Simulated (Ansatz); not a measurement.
## What each rung costs, and what it gives

Saddle point of SiH₄O₄, closed shell (SiH₄O₄ ([OH][Si]([OH])([OH])[OH]) → SiH₂O₃ ([O][Si]([OH])[OH]) + H₂O (still joined by a long Si–O bond); bonds formed: O2–H4; bonds broken: O3–H4; bonds weakened to dative contacts: Si1–O2), PBE0-D4/def2-TZVP structure:

```xyz
9
angstrom
Si -0.2958 -0.3386 -0.1251
O 1.3484 0.0444 0.6603
O -0.5823 -1.1965 1.1365
H 0.8010 -0.5636 1.3636
O -1.0109 1.1078 -0.3921
O 0.0523 -0.9598 -1.5770
H 1.4822 0.9438 0.9803
H -1.6213 1.3877 0.2935
H -0.1736 -0.4254 -2.3400
```

Barriers are electronic and count from the start structure reached by relaxing down the imaginary mode.

Ansatz 0.2.0; basis: as named in each row; cores frozen in the correlated methods. B3LYP uses VWN-RPA correlation. Extrapolation: Hartree–Fock as exp(−7.88 √X), correlation as X^−2.97.

Times are rough, for one single point on 4 threads of a shared host (Arm Neoverse V2).

The estimate by CCSD(T) at an estimated basis limit (MP2 extrapolated from triple and quadruple zeta, plus CCSD(T) − MP2 in triple zeta) is 54.10 kcal/mol.

```csv
method,basis,time (s),barrier (kcal/mol),method less estimate
HF,STO-3G,under 1,87.51,33.41
PBE-D4,STO-3G,under 1,36.08,-18.02
SPW92,def2-SVP,under 1,42.10,-12.00
PBE-D4,def2-SVP,under 1,44.39,-9.71
B3LYP-D4,6-31G,under 1,53.44,-0.66
PBE0-D4,def2-SVP,under 1,50.24,-3.86
SPW92,def2-TZVPP,under 1,44.43,-9.67
PBE-D4,def2-TZVPP,1,46.73,-7.37
BLYP-D4,def2-TZVPP,2,48.96,-5.14
BHLYP-D4,def2-TZVPP,2,58.56,4.46
PBE0-D4,def2-TZVPP,2,51.95,-2.15
B3LYP-D4,def2-TZVPP,2,52.93,-1.17
CAM-B3LYP-D4,def2-TZVPP,2,53.96,-0.14
r2SCAN-D4,def2-TZVPP,2,51.20,-2.90
wB97M-V,def2-SVP,3,51.03,-3.07
CCSD(T),def2-SVP,3,52.99,-1.11
r2SCAN0-D4,def2-TZVPP,3,54.61,0.51
B2PLYP,def2-TZVPP,3,52.93,-1.16
PBE-QIDH,def2-TZVPP,3,54.25,0.15
RPA on PBE,def2-TZVPP,4,53.02,-1.08
wB97X-V,def2-TZVPP,5,53.65,-0.45
B97M-V,def2-TZVPP,6,54.05,-0.05
wB97M-V,def2-TZVPP,6,52.86,-1.24
MP2,def2-QZVPP,13,52.62,-1.48
CCSD(T),def2-TZVPP,91,54.11,0.02
```

All methods are single points on the PBE0-D4 structures.

No T1 diagnostic of these runs exceeds 0.014.

Labels in which every atom is bracketed show which atoms are joined, not bond orders.
